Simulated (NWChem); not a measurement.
Program: NWChem. System: H2Cl3NSi, charge 0, spin multiplicity 1, at a geometry optimised with B3LYP/def2-SVP. The structure started from a generated list of species. Level: B3LYP/def2-TZVP, VWN1-RPA local correlation.

Job file:

```
start mol
memory heap 200 mb stack 800 mb global 1000 mb
geometry units angstroms nocenter noautoz
  N      0.174694    -1.970393     0.000000
  Si     0.017133    -0.277936     0.000000
  Cl     0.921527     0.454392    -1.699335
  Cl     0.921527     0.454392     1.699335
  Cl    -1.931247     0.426733     0.000000
  H      0.018264    -2.509960    -0.845637
  H      0.018264    -2.509960     0.845637
  symmetry group Cs
end
basis spherical
  * library def2-tzvp
end
dft
  xc b3lyp
  semidirect memsize 60000000 filesize 0
  iterations 100
end
task dft energy
```

Output (cleaned and shortened):

```
             Northwest Computational Chemistry Package (NWChem) 7.3.0
             --------------------------------------------------------

                                NWChem Input Module
                                -------------------

 Scaling coordinates for geometry "geometry" by  1.889725989
 (inverse scale =  0.529177249)

 Turning off AUTOSYM since
 SYMMETRY directive was detected!

                             Geometry "geometry" -> ""
                             -------------------------

 Output coordinates in angstroms (scale by  1.889725989 to convert to a.u.)

  No.       Tag          Charge          X              Y              Z
 ---- ---------------- ---------- -------------- -------------- --------------
    1 N                    7.0000     0.17469400    -1.97039300     0.00000000
    2 Si                  14.0000     0.01713300    -0.27793600     0.00000000
    3 Cl                  17.0000     0.92152700     0.45439200    -1.69933500
    4 Cl                  17.0000     0.92152700     0.45439200     1.69933500
    5 Cl                  17.0000    -1.93124700     0.42673300     0.00000000
    6 H                    1.0000     0.01826400    -2.50996000    -0.84563700
    7 H                    1.0000     0.01826400    -2.50996000     0.84563700

 Effective nuclear repulsion energy (a.u.)     440.5471963160

            Nuclear Dipole moment (a.u.)
            ----------------------------
        X                 Y               Z
 ---------------- ---------------- ----------------
    -0.0000623610     0.0000264562     0.0000000000

      Symmetry information
      --------------------

 Group name             Cs
 Group number              2
 Group order               2
 No. of unique centers     5

      Symmetry unique atoms

     1    2    3    5    6


 Summary of "ao basis" -> "" (spherical)
 ------------------------------------------------------------------------------
       Tag                 Description            Shells   Functions and Types
 ---------------- ------------------------------  ------  ---------------------
 *                         def2-tzvp                  on all atoms

                                 NWChem DFT Module
                                 -----------------

 Summary of "ao basis" -> "ao basis" (spherical)
 ------------------------------------------------------------------------------
       Tag                 Description            Shells   Functions and Types
 ---------------- ------------------------------  ------  ---------------------
 N                         def2-tzvp                11       31   5s3p2d1f
 Si                        def2-tzvp                13       37   5s5p2d1f
 Cl                        def2-tzvp                13       37   5s5p2d1f
 H                         def2-tzvp                 4        6   3s1p

 Summary of "ao basis" -> "ao basis" (spherical)
 ------------------------------------------------------------------------------
       Tag                 Description            Shells   Functions and Types
 ---------------- ------------------------------  ------  ---------------------
 N                         def2-tzvp                11       31   5s3p2d1f
 Si                        def2-tzvp                13       37   5s5p2d1f
 Cl                        def2-tzvp                13       37   5s5p2d1f
 H                         def2-tzvp                 4        6   3s1p

      Symmetry analysis of basis
      --------------------------
[...]
 d= 0,ls=0.0,diis     3  -1726.3358656671 -6.92D-02  1.56D-03  3.80D-01    10.7
 d= 0,ls=0.0,diis     4  -1726.3831647832 -4.73D-02  1.09D-04  8.78D-04    12.1
 d= 0,ls=0.0,diis     5  -1726.3832188177 -5.40D-05  5.05D-05  3.62D-04    13.4
  Resetting Diis
 d= 0,ls=0.0,diis     6  -1726.3832532431 -3.44D-05  1.40D-05  2.77D-05    15.0
 d= 0,ls=0.0,diis     7  -1726.3832563201 -3.08D-06  5.73D-06  1.07D-06    16.4
 d= 0,ls=0.0,diis     8  -1726.3832562661  5.40D-08  3.22D-06  1.53D-06    17.7

         Total DFT energy =    -1726.383256266124
      One electron energy =    -3262.258322537366
           Coulomb energy =     1208.897340769716
    Exchange-Corr. energy =     -113.569470814487
 Nuclear repulsion energy =      440.547196316014

 Numeric. integr. density =       73.999998844993

     Total iterative time =     16.5s

                  Occupations of the irreducible representations
                  ----------------------------------------------

                     irrep           alpha         beta
                     --------     --------     --------
                     a'               24.0         24.0
                     a"               13.0         13.0

                       DFT Final Molecular Orbital Analysis
                       ------------------------------------

 Vector   35  Occ=2.000000D+00  E=-3.386274D-01  Symmetry=a"
              MO Center=  7.5D-01,  3.8D-01, -6.5D-13, r^2= 4.3D+00
   Bfn.  Coefficient  Atom+Function         Bfn.  Coefficient  Atom+Function
  ----- ------------  ---------------      ----- ------------  ---------------
    84      0.293041  3 Cl py               121     -0.293041  4 Cl py
    85      0.235003  3 Cl pz               122      0.235003  4 Cl pz
    87      0.190636  3 Cl py               124     -0.190636  4 Cl py
    88      0.149867  3 Cl pz               125      0.149867  4 Cl pz
    81      0.141522  3 Cl py               118     -0.141522  4 Cl py

 Vector   36  Occ=2.000000D+00  E=-3.236305D-01  Symmetry=a"
              MO Center= -3.5D-01,  4.2D-01, -5.6D-14, r^2= 4.8D+00
   Bfn.  Coefficient  Atom+Function         Bfn.  Coefficient  Atom+Function
  ----- ------------  ---------------      ----- ------------  ---------------
   159      0.373909  5 Cl pz                83     -0.274033  3 Cl px
   120      0.274033  4 Cl px               162      0.247723  5 Cl pz
    86     -0.181366  3 Cl px               123      0.181366  4 Cl px
   156      0.181063  5 Cl pz               150     -0.145949  5 Cl pz
    80     -0.132729  3 Cl px               117      0.132729  4 Cl px

 Vector   37  Occ=2.000000D+00  E=-2.969601D-01  Symmetry=a'
              MO Center= -6.3D-02, -1.3D+00, -1.0D-16, r^2= 3.1D+00
   Bfn.  Coefficient  Atom+Function         Bfn.  Coefficient  Atom+Function
  ----- ------------  ---------------      ----- ------------  ---------------
     6      0.373591  1 N  px                 9      0.321449  1 N  px
    12      0.296829  1 N  px               158     -0.231943  5 Cl py
   161     -0.162211  5 Cl py               155     -0.114379  5 Cl py
    84      0.093303  3 Cl py               121      0.093303  4 Cl py
   149      0.090670  5 Cl py                 4      0.071794  1 N  s

 Vector   38  Occ=0.000000D+00  E=-1.530653D-02  Symmetry=a'
              MO Center= -2.6D-02, -1.4D-01,  4.1D-14, r^2= 5.6D+00
   Bfn.  Coefficient  Atom+Function         Bfn.  Coefficient  Atom+Function
  ----- ------------  ---------------      ----- ------------  ---------------
    36      1.117275  2 Si s                  5     -0.773635  1 N  s
    35      0.675828  2 Si s                182      0.405413  6 H  s
   188      0.405413  7 H  s                160     -0.375896  5 Cl px
    88     -0.332575  3 Cl pz               125      0.332575  4 Cl pz
    34     -0.323929  2 Si s                147     -0.323425  5 Cl s

 Vector   39  Occ=0.000000D+00  E= 1.378010D-02  Symmetry=a'
              MO Center= -5.4D-02, -1.6D+00, -5.3D-14, r^2= 6.0D+00
   Bfn.  Coefficient  Atom+Function         Bfn.  Coefficient  Atom+Function
  ----- ------------  ---------------      ----- ------------  ---------------
     5      1.595929  1 N  s                182     -0.929054  6 H  s
   188     -0.929054  7 H  s                 50      0.406645  2 Si py
    47      0.340081  2 Si py                35      0.321992  2 Si s
    36     -0.306425  2 Si s                 13     -0.222226  1 N  py
     3      0.201748  1 N  s                 12     -0.161368  1 N  px

 Vector   40  Occ=0.000000D+00  E= 2.602421D-02  Symmetry=a"
              MO Center= -8.0D-02, -4.1D-01, -2.2D-14, r^2= 4.5D+00
   Bfn.  Coefficient  Atom+Function         Bfn.  Coefficient  Atom+Function
  ----- ------------  ---------------      ----- ------------  ---------------
    51      0.755364  2 Si pz                48      0.521586  2 Si pz
   182      0.453169  6 H  s                188     -0.453169  7 H  s
    73      0.310581  3 Cl s                110     -0.310581  4 Cl s
   162     -0.274452  5 Cl pz                86     -0.218870  3 Cl px
   123      0.218870  4 Cl px                60      0.198292  2 Si d  1

 center of mass
 --------------
 x =  -0.00154340 y =   0.07963568 z =   0.00000000

 moments of inertia (a.u.)
 ------------------
        1046.938306168107          16.334109619028           0.000000000000
          16.334109619028        1405.767890953185           0.000000000000
           0.000000000000           0.000000000000         999.974023078297

     Multipole analysis of the density
     ---------------------------------

     L   x y z        total         alpha         beta         nuclear
     -   - - -        -----         -----         ----         -------
     0   0 0 0     -0.000000    -37.000000    -37.000000     74.000000

     1   1 0 0     -0.102970     -0.051454     -0.051454     -0.000062
     1   0 1 0     -0.972933     -0.486479     -0.486479      0.000026
     1   0 0 1      0.000000      0.000000      0.000000      0.000000

     2   2 0 0    -44.536467   -187.424183   -187.424183    330.311899
     2   1 1 0      1.029828      4.694924      4.694924     -8.360019
     2   1 0 1      0.000000      0.000000      0.000000      0.000000
     2   0 2 0    -37.625371   -109.828732   -109.828732    182.032094
     2   0 1 1      0.000000      0.000000      0.000000      0.000000
     2   0 0 2    -41.812658   -198.769159   -198.769159    355.725661

 Task  times  cpu:       17.7s     wall:       17.7s

 Total times  cpu:       17.8s     wall:       17.8s
```
